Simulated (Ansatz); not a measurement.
Species: sum formula Si2NH5F, charge -1, multiplicity 1. It need not be the lowest isomer of its formula. Whether it binds its extra electron was not tested at this geometry. 
Coordinates optimised at B3LYP-D3(BJ)/def2-TZVP (Ansatz, a program for electronic structure):
```
N
H 1 1.0077
Si 1 1.6795 2 118.34
F 3 1.6416 1 111.73 2 43.34
H 3 1.4809 4 105.68 1 -121.20
H 3 1.4936 5 108.44 4 108.13
Si 1 1.8687 2 112.83 3 -145.01
H 7 1.5396 1 97.42 2 -146.15
H 7 1.5508 8 92.49 1 98.18
```
Charge -1, spin multiplicity 1.

Basis-set convergence of Hartree-Fock and CCSD correlation energies (hartree) with Ansatz. Cores are frozen in the correlated levels unless marked. Spin-orbit coupling is left out. Non-relativistic. This anion needs diffuse functions, which these sets lack.

```csv
basis,functions,E(HF),"E(corr, CCSD)"
cc-pV(D+d)Z,99,-734.75846,-0.61172
cc-pV(T+d)Z,208,-734.84907,-0.76546
cc-pV(Q+d)Z,388,(withheld),(withheld)
```

Question: Fill in the missing entries.

Answer: 
- cc-pV(Q+d)Z, E(HF): -734.87314
- cc-pV(Q+d)Z, E(corr, CCSD): -0.81713
